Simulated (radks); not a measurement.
Q: Dipole-allowed excitations along the series with 48 electrons in [Kr] 4d10 5s2. Calculated with a radial shooting solver on a logarithmic mesh with Libxc functionals: scalar-relativistic Kohn-Sham, LB94 model potential, spin-unpolarised, spherical densities, finite nucleus; Fermi nuclear charge, rms radius of each element as measured or else 0.836 A^(1/3) + 0.57 fm. Time-dependent linear response with the Hartree and adiabatic LDA kernel, continuum included through the Sternheimer equations, no spin-orbit coupling, so fine structure and intercombination lines are absent. Lines are the poles of the dipole polarisability below minus the highest occupied eigenvalue, found on a grid refined at the orbital gaps; the lowest seven at most are given, and weak or close lines can be missed. The first line takes the name of the lowest orbital gap if no other gap lies below it; otherwise a line is named after a gap within 0.6 % of it, if that gap stands alone.

species  -e(HOMO) (eV)  lowest orbital gap (eV)  first line (eV)     f  strongest line (eV)  its f  static alpha (bohr^3)
Ce10+           180.37             5s-5p 23.083   26.881 (5s-5p)  1.52  135.86 (unassigned)   7.56                  2.046
Nd12+           230.29             5s-5p 27.007   31.225 (5s-5p)  1.51  154.26 (unassigned)   4.13                  1.507

Estimate the first line of Pr11+, its oscillator strength and the static polarisability.

A: 29.026 eV (5s-5p), f = 1.52, alpha = 1.749 bohr^3.
